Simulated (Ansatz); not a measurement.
B3H3O3: a line through the functionals

B3H3O3 has 9 atoms, charge 0, and is taken as a singlet. SMILES: `B1OBOBO1`. The coordinates come from a PBE0-D4/def2-TZVP relaxation. This is one conformer, not always the lowest.

The vertical ionisation energy (to the doublet cation) y, in eV, basis 6-31G(d); a is the functional's share of exact exchange. Programs: Ansatz 0.2.0.

| functional | program | a | y (eV) |
| --- | --- | --- | --- |
| revPBE | Ansatz | 0 | 11.08 |
| PBE | Ansatz | 0 | 11.12 |
| B3LYP | Ansatz | 0.2 | ? |
| r2SCAN0 | Ansatz | 0.25 | 11.97 |
| PBE0 | Ansatz | 0.25 | 11.80 |
| BHLYP | Ansatz | 0.5 | 12.28 |

Task: Fit y = c + s·a to the known rows and predict B3LYP.

Result: 
1. Means of the 5 rows: a = 0.2000, y = 11.650.
2. Σ(Δa)² = 0.175, Σ(Δa·Δy) = 0.4325, so the slope is 0.4325/0.175 = 2.4714.
3. Intercept: 11.650 − (2.4714) × 0.2000 = 11.156. The largest residual of the fit is 0.20.
4. B3LYP: 11.156 + (2.4714) × 0.2 = 11.65 eV.

The run gave 11.70 eV, so the prediction is off by -0.05 eV, within the largest residual.
